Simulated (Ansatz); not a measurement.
Consider the ligand exchange at the Si–O bond: `Cl[SiH](Cl)[O][GeH3]` + `[NH2][GeH2][Cl]` → `[Cl][GeH2][NH][SiH](Cl)Cl` + `[OH][GeH3]`.

Calculated with Ansatz (gas phase, PBE0-D4/def2-TZVP geometries, no zero-point term in ΔE). CCSD(T)/CBS is the MP2 limit (def2-TZVPP, def2-QZVPP) plus CCSD(T) − MP2 in def2-TZVPP, frozen cores. For Ge outer-core shells are correlated without core-valence functions, which leaves a few kJ/mol of doubt a bond. Scalar relativity is left out up to krypton. Each species was taken in one conformer, which may not be the lowest.

`Cl[SiH](Cl)[O][GeH3]`:

Z-matrix (Å, degrees):
```
Si
Cl 1 2.045
O 1 1.603 2 110.8
Cl 1 2.048 2 107.4 3 120.8
H 1 1.469 2 108.9 3 -121.4
Ge 3 1.792 1 135.2 2 67.3
H 6 1.532 3 106.7 1 93.6
H 6 1.531 3 104.8 1 -147.2
H 6 1.534 3 108.2 1 -27.1
```

`[NH2][GeH2][Cl]`:

```xyz
7

N    -0.485    1.042   -0.332
Ge    0.502   -0.451   -0.014
Cl   -0.493   -1.851    1.321
H    -0.659    1.619    0.478
H    -1.357    0.881   -0.817
H     1.793   -0.041    0.698
H     0.698   -1.199   -1.334
```

`[Cl][GeH2][NH][SiH](Cl)Cl`:

Z-matrix (Å, degrees):
```
Ge
N 1 1.831
Cl 1 2.158 2 109.5
H 1 1.531 2 106.9 3 -115.6
H 1 1.525 2 110.8 3 117.6
Si 2 1.700 1 130.0 3 -72.0
H 2 1.011 1 113.4 3 96.3
Cl 6 2.046 2 110.3 1 -133.4
Cl 6 2.040 2 107.5 1 -13.6
H 6 1.473 2 114.9 1 107.0
```

`[OH][GeH3]`:

Z-matrix (Å, degrees):
```
Ge
O 1 1.783
H 1 1.531 2 104.3
H 1 1.541 2 109.9 3 119.6
H 1 1.541 2 109.9 3 -119.6
H 2 0.959 1 112.7 3 180.0
```

```json
{"species": "`Cl[SiH](Cl)[O][GeH3]`", "SCS-MP2/def2-TZVPP energy (Eh)": "-3361.71674"}
{"species": "`[NH2][GeH2][Cl]`", "SCS-MP2/def2-TZVPP energy (Eh)": "-2592.39294"}
{"species": "`[Cl][GeH2][NH][SiH](Cl)Cl`", "SCS-MP2/def2-TZVPP energy (Eh)": "-3800.97964"}
{"species": "`[OH][GeH3]`", "SCS-MP2/def2-TZVPP energy (Eh)": "-2153.10641"}
```

(1) Work out ΔE.

Largest T1 diagnostic among the species: 0.011.

## Answers

(1) ΔE = (-3800.97964) + (-2153.10641) − (-3361.71674) − (-2592.39294) = 0.02363 Eh = +62.0 kJ/mol. CCSD(T)/CBS gives +60.3 kJ/mol.

The D4 term adds −5.1 kJ/mol with B3LYP and −2.9 kJ/mol with PBE0; it sums over pairs of atoms, weighted by their polarisabilities, and B3LYP, whose exchange is more repulsive, gets the larger term. In def2-TZVPP, CCSD(T) changes the Hartree–Fock value by −13.6 kJ/mol (the triples alone add −1.8 kJ/mol) and MP2 by −15.3 kJ/mol.

B3LYP here is the variant with VWN-RPA as its local correlation; programs differ in this.
